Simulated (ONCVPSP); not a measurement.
# Which change was made? (Ge, ONCV)

germanium (Ge), optimised norm-conserving Vanderbilt (ONCV), made with ONCVPSP 4.0.1 (LDA (Perdew-Zunger), scalar-relativistic). Core [Ne], reference 3s2 3p6 3d10 4s2 (charge +2). Waves: 3s+4s: rc 1.20 bohr, ncon 4, nbas 7, qcut 10.7 1/bohr, 2 projectors; 3p: rc 0.85 bohr, ncon 4, nbas 9, qcut 19.6 1/bohr, 2 projectors, debl 2.5 Ha; 3d: rc 1.00 bohr, ncon 4, nbas 8, qcut 14.4 1/bohr, 3 projectors, debl 1.3 Ha. Local part: polynomial inside 0.65 bohr (lpopt 5, dvloc0 0 Ha). Core correction: Teter function, fcfact 3.25, rcfact 1.6.

In the p channel the program set the typed energies aside and used -4.978, 0.250 Ha. In the d channel the program set the typed energies aside and used -1.821, 0.250, 1.550 Ha.

Cutoffs, loose and tight: the cutoffs (Ha) at which the residual kinetic energy of the hardest occupied pseudo-wave falls to 1 and 0.1 mHa per electron. They do not see the model core or the augmentation charge, which bear on the density cutoff. Test errors are all-electron minus pseudo excitation energies from the reference, over the configurations 3s2 3p6 3d10 4s2 4p2; 3s2 3p6 3d10 4s2 4p1; 3s2 3p6 3d10 4s1; 3s2 3p6 3d10 4s0 4p4; variants that change the core or the reference have their own tests.

The base gives: outcome: generated, projector energies reset by the program; cutoff, loose: 92 Ha; cutoff, tight: 119 Ha; bound ghosts: none; GHOST(+) flags above zero: d; largest test error (meV): -4.5.

(1) After one change the result is: outcome: generated, projector energies reset by the program; cutoff, loose: 186 Ha; cutoff, tight: 217 Ha; bound ghosts: none; GHOST(+) flags above zero: d; largest test error (meV): -5.6. Which change was it?
A. reference 3s2 3p6 3d10 4s1.5 4p2.5; wave 3p: rc 0.85 bohr, ncon 4, nbas 9, qcut 19.6 1/bohr, 2 projectors, debl 2.5 Ha becomes 3p+4p: rc 0.85 bohr, ncon 4, nbas 9, qcut 19.6 1/bohr, 2 projectors
B. p: qcut 24.9
C. all radii but the core radius scaled by about 0.75 (s 0.90, p 0.64, d 0.76 bohr); local potential polynomial inside 0.50 bohr (lpopt 5, dvloc0 0 Ha)

Answers

(1) B. The others give: reference 3s2 3p6 3d10 4s1.5 4p2.5; wave 3p: rc 0.85 bohr, ncon 4, nbas 9, qcut 19.6 1/bohr, 2 projectors, debl 2.5 Ha becomes 3p+4p: rc 0.85 bohr, ncon 4, nbas 9, qcut 19.6 1/bohr, 2 projectors → outcome: generated; cutoff, loose: 92 Ha; cutoff, tight: 119 Ha; bound ghosts: d; GHOST(+) flags above zero: d; largest test error (meV): -0.9 | all radii but the core radius scaled by about 0.75 (s 0.90, p 0.64, d 0.76 bohr); local potential polynomial inside 0.50 bohr (lpopt 5, dvloc0 0 Ha) → outcome: generated, projector energies reset by the program; cutoff, loose: 365 Ha; cutoff, tight: 431 Ha; bound ghosts: d; GHOST(+) flags above zero: s, d; largest test error (meV): -3.0.
